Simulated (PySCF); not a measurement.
C8H10F (charge +1).
Numbering: `[CH:1]#[C:2][CH2:3][C+:4]([CH3:5])[C@@H:6]1[CH2:7][C@@H:8]1[F:9]`

Probes without a nucleus sit at each ring's centroid and 1 Å off its mean plane on both sides; NICS is minus the shielding there, NICSzz its component along the normal. Level: GIAO PBE0/pcSseg-1 (PySCF, non-relativistic, gas phase) on the GFN2-xTB geometry, one conformer.

Ring bond lengths (Å), with Mayer bond orders in brackets: C6–C7 1.539 (0.83), C7–C8 1.459 (0.99), C8–C6 1.570 (0.76).

**Question.** Give the NICS values of each ring in ppm.

**Answer.** 
| ring | type | NICS(0) | NICS(1), two faces | NICS(1)zz, two faces | rms pucker (Å) | centre to ring atoms, mean (Å) |
| --- | --- | --- | --- | --- | --- | --- |
| C6–C7–C8 | 3-membered carbocycle; formal bonds all single | -39.1 | -5.4 / -7.1 | -16.0 / -19.5 | 0.00 | 0.88 |

**Question.** What can be read from them?

**Answer.** 
- C6–C7–C8: mean NICS(1)zz -17.7 ppm, shielded. C6, C7, C8 have four or more neighbours; no verdict on aromaticity is drawn. The two faces differ by 3.5 ppm, so no symmetry operation interchanges them. NICS(0) lies 33 ppm below the mean NICS(1).

**Question.** At the first NICS(1) probe listed for ring C6–C7–C8, 1 Å off the ring, what do the in-plane components average?

**Answer.** The isotropic value is a third of the trace: (3 × -5.4 − (-16.0))/2 = -0.1 ppm.

**Question.** List the ring angles and the Hirshfeld charges of the ring atoms.

**Answer.** 
- C6–C7–C8: C6 56.0° (-0.020 e), C7 63.1° (-0.032 e), C8 60.9° (+0.122 e); sum 180.0° against 180° for a flat convex ring.

Hardware: Arm Neoverse V1, one thread, no GPU (shared host). Cost: 32 s of wall time. This is the whole shielding run at PBE0/pcSseg-1, SCF included.

The values belong to the conformer `[CH:1]#[C:2][CH2:3][C+:4]([CH3:5])[C@@H:6]1[CH2:7][C@@H:8]1[F:9]`: C2–C3–C4–C5 4°, C3–C4–C6–C7 27°.
